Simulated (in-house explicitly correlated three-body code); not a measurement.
Computed with an exponentially correlated three-body code. Model: two electrons around a point charge, non-relativistic, variational in 260 exponentially correlated functions (energies converged to about 1e-7 hartree, or 1e-8 relative for large Z).

Command:
```bash
python run_hyl.py task.json out
```
Settings (lengths in bohr, energies in hartree):
```
Z                      6
screening              1.5
interaction_strength   1
functions              260
states_tried           13
```

Run time, properties included: 2.4 min on 1 thread of Arm Neoverse N1, on a shared host.

**Those bound S and P states to n = 4 that converged, binding against the one-electron ion.**

Given: nuclear charge 6; Yukawa screening of all interactions 1.5 1/bohr.

Computed: one-electron threshold -10.4731052 hartree.

```
term  energy (hartree)  binding (eV)
1 1S       -18.6573081         222.7
```

**Converged states only, values per electron or pair (inverse distances are <exp(-kr)/r>).**

```
term  mean r (bohr)  mean r squared (bohr²)  mean inverse r (1/bohr)  mean r12 (bohr)  mean inverse r12 (1/bohr)  mean cosine  mean p1 dot p2 (bohr⁻²)  delta r1 (bohr⁻³)  delta r12 (bohr⁻³)
1 1S        0.28138                 0.10788                   4.2313          0.41771                     2.1484     -0.02062                  0.58618             56.805               5.432
```

**Static dipole response.**

```json
{"state": "1 1S", "polarisability (bohr³)": "0.011736"}
```
